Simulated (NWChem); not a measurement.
System: C2H7NOSi; SMILES CO/C=N/[SiH3]

NWChem input:

```
start job
memory heap 200 mb stack 900 mb global 1100 mb
geometry units angstroms noautoz
  C      0.787091    -2.289202     0.000000
  O     -0.551905    -1.828864     0.000000
  C     -0.727963    -0.510965     0.000000
  N      0.214122     0.326636     0.000000
  Si     0.106591     2.062353     0.000000
  H      0.735170    -3.384468     0.000000
  H      1.325019    -1.929298    -0.889896
  H      1.325019    -1.929298     0.889896
  H     -1.814983    -0.301731     0.000000
  H      1.483943     2.630560     0.000000
  H     -0.611877     2.569463     1.214053
  H     -0.611877     2.569463    -1.214053
end
basis spherical
  * library 6-31g*
end
dft
  xc becke88 perdew86
  iterations 150
  mulliken
end
task dft energy
```

Geometry: optimised at PBE0/def2-SVP. Not confirmed as a minimum by frequencies.

Give the results of this calculation. (BP86/6-31G* (spherical d).) Quantities: energy (Ha); highest occupied level (eV); orbital gap (eV); dipole (D).


```yaml
energy (Ha): -499.88
highest occupied level (eV): -5.90
orbital gap (eV): 4.92
dipole (D): 1.14
```
